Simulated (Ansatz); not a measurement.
Method: frozen-core CCSD(T)/def2-TZVPP // B3LYP-D3(BJ)/def2-TZVP run with Ansatz (an electronic-structure program).

Ansatz 0.2 input:
```yaml
crystal:
  periodic: [false, false, false]
  atoms:
    - { symbol: F, position_ang: [-0.563305, -0.620367, -1.069752] }
    - { symbol: C, position_ang: [-0.077302, 0.005674, -0.001594] }
    - { symbol: F, position_ang: [-0.444549, 1.283002, -0.053127] }
    - { symbol: F, position_ang: [-0.602251, -0.544442, 1.089685] }
    - { symbol: Cl, position_ang: [1.687406, -0.123866, 0.034788] }
basis:
  gaussian: { orbitals: def2-TZVPP }
correlation:
  method: ccsd_t
```

Output:

```
Functional definition: HF
1091 factors; integrals over basis functions are off by at most 8.9e-4 eV
mean field evaluation 1: about -21651.8285 eV, gradient 4.7e1 eV
mean field evaluation 2: about -21652.0190 eV, gradient 4.7e1 eV
mean field evaluation 4: about -21655.9766 eV, gradient 3.0e0 eV
mean field evaluation 8: about -21656.0238 eV, gradient 2.2e-1 eV
mean field evaluation 16: about -21654.2399 eV, gradient 3.3e1 eV
mean field -21656.02402992 eV, -795.8442041194 hartree, gradient 8.5e-6 eV, S^2 0.000000; 0 other end points of the search recorded, 0 dependent functions left out
9 core orbitals not correlated
reference -21656.02402992 eV, -795.8442041194 hartree; 16, 16 occupied and 141, 141 virtual orbitals, 1091 factors
second order -29.64406637 eV of doubles, -0.00000000 eV of singles
cycle   1  -29.36071715 eV  change    2.8e-1 eV  update   1.1e-1
cycle   2  -29.95823454 eV  change   -6.0e-1 eV  update   3.0e-2
cycle   3  -30.08861731 eV  change   -1.3e-1 eV  update   1.4e-2
cycle   4  -30.07070775 eV  change    1.8e-2 eV  update   2.8e-3
cycle   5  -30.06917238 eV  change    1.5e-3 eV  update   1.3e-3
cycle   6  -30.07003000 eV  change   -8.6e-4 eV  update   3.6e-4
cycle   7  -30.06983737 eV  change    1.9e-4 eV  update   1.4e-4
cycle   8  -30.06973806 eV  change    9.9e-5 eV  update   3.1e-5
cycle   9  -30.06974903 eV  change   -1.1e-5 eV  update   1.1e-5
perturbative correction -1.04354357 eV, -0.0383495187 hartree
Total energy: -21687.13732252 eV, -796.9875965329 hartree
```

Cost: very roughly 40 core-seconds.
